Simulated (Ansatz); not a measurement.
Isomers of C2H7BO, B3LYP-D3(BJ)/def2-TZVP minima from an xTB search, which can miss the lowest.
Isomer 1, SMILES CB(C)O (charge 0, multiplicity 1):
```xyz
11

C      1.4423    -0.3228    -0.2257
B      0.0772     0.3076     0.2309
C     -1.3119    -0.2806    -0.2323
O      0.1445     1.3990     1.0514
H      2.3002     0.3133    -0.0041
H      1.4444    -0.5610    -1.2930
H      1.5935    -1.2773     0.2920
H     -1.3314    -1.3711    -0.1578
H     -2.1744     0.1122     0.3134
H     -1.4660    -0.0526    -1.2932
H     -0.7184     1.7333     1.3184
```
Isomer 2, SMILES CBOC (charge 0, multiplicity 1):
```xyz
11

C      1.4066     0.1968     0.3129
B      0.5450    -0.6065    -0.7240
O     -0.8059    -0.6027    -0.7893
C     -1.6321     0.1524     0.0930
H      1.9529    -0.5116     0.9467
H      2.1796     0.7691    -0.2093
H      0.8592     0.8769     0.9667
H      1.0727    -1.3042    -1.5418
H     -1.4656    -0.1363     1.1324
H     -2.6667    -0.0564    -0.1728
H     -1.4456     1.2226    -0.0144
```

Frozen-core correlation. MP2 and its Hartree–Fock in cc-pVQZ are density fitted.

Programs: Ansatz (Gaussian orbitals). Each number belongs to the level named beside it.

The energy of isomer 2 above isomer 1 is E(isomer 2) − E(isomer 1). Total energies (hartree):

```csv
level,isomer 2,isomer 1
HF/cc-pVTZ,-179.4646415,-179.4998696
MP2/cc-pVTZ,-180.1604560,-180.2015245
HF/cc-pVQZ,-179.4771576,-179.5124051
MP2/cc-pVQZ,-180.2199531,-180.2614286
CCSD(T)/cc-pVTZ,-180.2263806,-180.2654436
```

### Question
Work out the energy of isomer 2 above isomer 1 at the basis-set limit: extrapolate the MP2 correlation part as X⁻³, take Hartree–Fock from the larger set, and add the CCSD(T) − MP2 difference of cc-pVTZ.

### Answer

1. Differences (1 hartree = 627.509 kcal/mol): HF/cc-pVTZ 22.106; MP2/cc-pVTZ 25.771; HF/cc-pVQZ 22.118; MP2/cc-pVQZ 26.026; CCSD(T)/cc-pVTZ 24.512.
2. Correlation parts, MP2 less HF: 3.665 in cc-pVTZ (X = 3), 3.908 in cc-pVQZ (X = 4).
3. Limit (4³·(3.908) − 3³·(3.665))/(4³ − 3³) = 4.086; with HF/cc-pVQZ it gives 26.204.
4. CCSD(T) less MP2 in cc-pVTZ: -1.258.
Result: 24.95 kcal/mol, against 25.77 at MP2/cc-pVTZ. It is an estimate of this method's limit, not of the exact value.

Ansatz is a first-principles code.
